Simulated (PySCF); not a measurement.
**How the functional moves excitation energies**

Compound: C2H11AlN2.
SMILES: `C[N](C)[AlH2-][NH3+]`

Linear-response calculations in the def2-SVPD basis (PySCF; singlets by full response, triplets Tamm–Dancoff, core orbitals frozen in the response; HF means time-dependent Hartree–Fock). 'Strongest' is the level of largest summed f among the singlets computed (10 roots, of which the last may lack a degenerate partner); it can jump between rows when another state enters that window. S1 is the lowest singlet of each run and needn't be the same state throughout; f(S1) is that of one state. Isolated species at its PBE0-D3(BJ)/def2-SVP geometry (one conformer only).

```json
{"functional": "LDA", "kind": "LDA", "S1 (eV)": "2.75", "f(S1)": "0.000", "strongest (eV)": "5.65", "T1 (eV)": "2.73", "HOMO (eV)": "-4.09", "gap (eV)": "2.75", "ionisation energy, ΔSCF (eV)": "7.08"}
{"functional": "PBE", "kind": "GGA", "S1 (eV)": "2.74", "f(S1)": "0.000", "strongest (eV)": "5.65", "T1 (eV)": "2.72", "HOMO (eV)": "-4.00", "gap (eV)": "2.74", "ionisation energy, ΔSCF (eV)": "6.97"}
{"functional": "B3LYP", "kind": "global hybrid, 20% exact exchange", "S1 (eV)": "3.48", "f(S1)": "0.001", "strongest (eV)": "6.38", "T1 (eV)": "3.46", "HOMO (eV)": "-5.06", "gap (eV)": "4.24", "ionisation energy, ΔSCF (eV)": "7.17"}
{"functional": "PBE0", "kind": "global hybrid, 25% exact exchange", "S1 (eV)": "3.79", "f(S1)": "0.001", "strongest (eV)": "6.61", "T1 (eV)": "3.76", "HOMO (eV)": "-5.25", "gap (eV)": "4.75", "ionisation energy, ΔSCF (eV)": "7.11"}
{"functional": "BHandHLYP", "kind": "global hybrid, 50% exact exchange", "S1 (eV)": "4.57", "f(S1)": "0.003", "strongest (eV)": "7.21", "T1 (eV)": "4.54", "HOMO (eV)": "-6.47", "gap (eV)": "6.49", "ionisation energy, ΔSCF (eV)": "7.08"}
{"functional": "CAM-B3LYP", "kind": "range-separated hybrid", "S1 (eV)": "4.29", "f(S1)": "0.002", "strongest (eV)": "6.92", "T1 (eV)": "4.26", "HOMO (eV)": "-6.60", "gap (eV)": "6.76", "ionisation energy, ΔSCF (eV)": "7.25"}
{"functional": "wB97X-D", "kind": "range-separated hybrid", "S1 (eV)": "4.60", "f(S1)": "0.003", "strongest (eV)": "7.18", "T1 (eV)": "4.59", "HOMO (eV)": "-7.09", "gap (eV)": "8.23", "ionisation energy, ΔSCF (eV)": "7.21"}
{"functional": "LC-wPBE", "kind": "range-separated hybrid", "S1 (eV)": "5.25", "f(S1)": "0.007", "strongest (eV)": "7.70", "T1 (eV)": "5.16", "HOMO (eV)": "-7.89", "gap (eV)": "9.15", "ionisation energy, ΔSCF (eV)": "7.34"}
{"functional": "HF", "kind": "Hartree–Fock", "S1 (eV)": "6.10", "f(S1)": "0.016", "strongest (eV)": "8.44", "T1 (eV)": "5.93", "HOMO (eV)": "-8.40", "gap (eV)": "9.94", "ionisation energy, ΔSCF (eV)": "not settled"}
```

S1 runs from 2.74 eV (PBE) to 6.10 eV (HF), a spread of 3.36 eV, while the orbital gap spreads over 7.2 eV. Along PBE (0%), B3LYP (20%), PBE0 (25%), BHandHLYP (50%), HF (100%) S1 rises with the share of exact exchange. −ε(HOMO) comes closest to its own ΔSCF ionisation energy with wB97X-D (-0.13 eV) and misses most with LDA (-2.99 eV). 'Not settled' means that the ion's SCF failed to converge or may have ended in another state than the lowest.
